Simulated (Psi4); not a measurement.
C₅H₁₁N, singlet, at a GFN2-xTB geometry; Psi4 with HF/6-31G*.

The Psi4 input:
```
memory 2 GB

molecule {
0 1
C    -1.01833619   -1.37676018    0.61790516
C    -0.37945263   -0.12020729    0.04940897
C    -1.43500979    0.86809103   -0.42207573
C     0.71053889    0.53611845    0.92232740
N     1.60086022    0.57657565   -0.24041680
C     0.74040405   -0.34349433   -0.98832677
H    -0.26095649   -2.08196267    0.95439954
H    -1.65394025   -1.12518082    1.46481799
H    -1.62885562   -1.86399361   -0.13999697
H    -0.95827476    1.75790470   -0.82426977
H    -2.05214895    0.42017382   -1.19854148
H    -2.07724287    1.15926008    0.40686750
H     1.04719597   -0.10554928    1.74459075
H     0.48658107    1.53053440    1.31458754
H     2.55378232    0.26907127   -0.08395523
H     1.09051281   -1.38135165   -1.02664812
H     0.53845920    0.00257818   -2.00436827
}

set {
  basis 6-31g*
}

energy('scf')
print_variables()
```

It wrote (shortened):

```
   => Loading Basis Set <=

    Name: 6-31G*
    Role: ORBITAL
    Keyword: BASIS

         ---------------------------------------------------------
                                   SCF
               by Justin Turney, Rob Parrish, Andy Simmonett
                          and Daniel G. A. Smith
                              RHF Reference
         ---------------------------------------------------------

  ==> Geometry <==

    Molecular point group: c1
    Full point group: C1

    Geometry (in Angstrom), charge = 0, multiplicity = 1:

       Center              X                  Y                   Z               Mass
    ------------   -----------------  -----------------  -----------------  -----------------
         C           -1.052382827604    -1.393321494299     0.624997354822    12.000000000000
         C           -0.413499267604    -0.136768604299     0.056501164822    12.000000000000
         C           -1.469056427604     0.851529715701    -0.414983535178    12.000000000000
         C            0.676492252396     0.519557135701     0.929419594822    12.000000000000
         N            1.566813582396     0.560014335701    -0.233324605178    14.003074004430
         C            0.706357412396    -0.360055644299    -0.981234575178    12.000000000000
         H           -0.295003127604    -2.098523984299     0.961491734822     1.007825032230
         H           -1.687986887604    -1.141742134299     1.471910184822     1.007825032230
         H           -1.662902257604    -1.880554924299    -0.132904775178     1.007825032230
         H           -0.992321397604     1.741343385701    -0.817177575178     1.007825032230
         H           -2.086195587604     0.403612505701    -1.191449285178     1.007825032230
         H           -2.111289507604     1.142698765701     0.413959694822     1.007825032230
         H            1.013149332396    -0.122110594299     1.751682944822     1.007825032230
         H            0.452534432396     1.513973085701     1.321679734822     1.007825032230
         H            2.519735682396     0.252509955701    -0.076863035178     1.007825032230
         H            1.056466172396    -1.397912964299    -1.019555925178     1.007825032230
         H            0.504412562396    -0.013983134299    -1.997276075178     1.007825032230

  Running in c1 symmetry.

  Rotational constants: A =      0.17162  B =      0.10599  C =      0.09630 [cm^-1]
  Rotational constants: A =   5145.07920  B =   3177.36835  C =   2887.14464 [MHz]
  Nuclear repulsion =  258.409126079697160

  Charge       = 0
  Multiplicity = 1
  Electrons    = 48
  Nalpha       = 24
  Nbeta        = 24

  ==> Algorithm <==

  SCF Algorithm Type is DF.
  DIIS enabled.
  MOM disabled.
  Fractional occupation disabled.
  Guess Type is SAD.
  Energy threshold   = 1.00e-06
  Density threshold  = 1.00e-06
  Integral threshold = 1.00e-12

  ==> Primary Basis <==

  Basis Set: 6-31G*
    Blend: 6-31G*
    Number of shells: 58
    Number of basis functions: 112
    Number of Cartesian functions: 112
    Spherical Harmonics?: false
    Max angular momentum: 2

   => Loading Basis Set <=

    Name: (6-31G* AUX)
    Role: JKFIT
    Keyword: DF_BASIS_SCF

  ==> Integral Setup <==

  SCF_SUBTYPE=INCORE selected. In-core MEM_DF algorithm will be used.
  Using in-core AOs.

  ==> MemDFJK: Density-Fitted J/K Matrices <==

    J tasked:                   Yes
    K tasked:                   Yes
    wK tasked:                   No
    Algorithm:                 Core
    Schwarz Cutoff:           1E-12
    Mask sparsity (%):       0.2232
    Fitting Condition:        1E-10

   => Auxiliary Basis Set <=

  Basis Set: (6-31G* AUX)
    Blend: CC-PVDZ-JKFIT
    Number of shells: 243
    Number of basis functions: 761
    Number of Cartesian functions: 761
    Spherical Harmonics?: false
    Max angular momentum: 3

  Minimum eigenvalue in the overlap matrix is 2.2586533691E-03.
  Reciprocal condition number of the overlap matrix is 2.8104360775E-04.
    Using symmetric orthogonalization.

  ==> Pre-Iterations <==

  SCF Guess: Superposition of Atomic Densities via on-the-fly atomic UHF (no occupation information).

   -------------------------
    Irrep   Nso     Nmo
   -------------------------
     A        112     112
   -------------------------
    Total     112     112
   -------------------------

  ==> Iterations <==

                           Total Energy        Delta E     RMS |[F,P]|

   @DF-RHF iter SAD:  -249.60342494576622   -2.49603e+02   0.00000e+00
   @DF-RHF iter   1:  -250.00520072758647   -4.01776e-01   4.24572e-03 DIIS/ADIIS
   @DF-RHF iter   2:  -250.12785510800370   -1.22654e-01   1.90227e-03 DIIS/ADIIS
   @DF-RHF iter   3:  -250.14899194907179   -2.11368e-02   4.34137e-04 DIIS/ADIIS
   @DF-RHF iter   4:  -250.15068389015806   -1.69194e-03   1.06405e-04 DIIS/ADIIS
   @DF-RHF iter   5:  -250.15076768433266   -8.37942e-05   2.08039e-05 DIIS
   @DF-RHF iter   6:  -250.15077179363527   -4.10930e-06   4.40676e-06 DIIS
   @DF-RHF iter   7:  -250.15077199391504   -2.00280e-07   1.47174e-06 DIIS
   @DF-RHF iter   8:  -250.15077201595690   -2.20419e-08   4.05925e-07 DIIS
  Energy and wave function converged.

  ==> Post-Iterations <==

    Orbital Energies [Eh]
    ---------------------

    Doubly Occupied:

[...]
    Virtual:

[...]
     112A      5.225471

    Final Occupation by Irrep:
              A
    DOCC [    24 ]
    NA   [    24 ]
    NB   [    24 ]

  @DF-RHF Final Energy:  -250.15077201595690

   => Energetics <=

    Nuclear Repulsion Energy =            258.4091260796971596
    One-Electron Energy =                -849.7070793396612771
    Two-Electron Energy =                 341.1471812440071290
    Total Energy =                       -250.1507720159569317

Computation Completed

Properties will be evaluated at   0.000000,   0.000000,   0.000000 [a0]

Properties computed using the SCF density matrix

 Multipole Moments:

 ------------------------------------------------------------------------------------
     Multipole            Electronic (a.u.)      Nuclear  (a.u.)        Total (a.u.)
 ------------------------------------------------------------------------------------

 L = 1.  Multiply by 2.5417464519 to convert [e a0] to [Debye]
 Dipole X            :          3.0292473           -3.0882635           -0.0590162
 Dipole Y            :          0.9978135           -1.5022246           -0.5044111
 Dipole Z            :         -0.4120162            0.6433108            0.2312946
 Magnitude           :                                                    0.5580418

 ------------------------------------------------------------------------------------

  Variable Map:
  ----------------------------------------------------------------------------
[...]
  Array Variable Map:
  ----------------------------------------------------------------------------
[...]
[...]
```
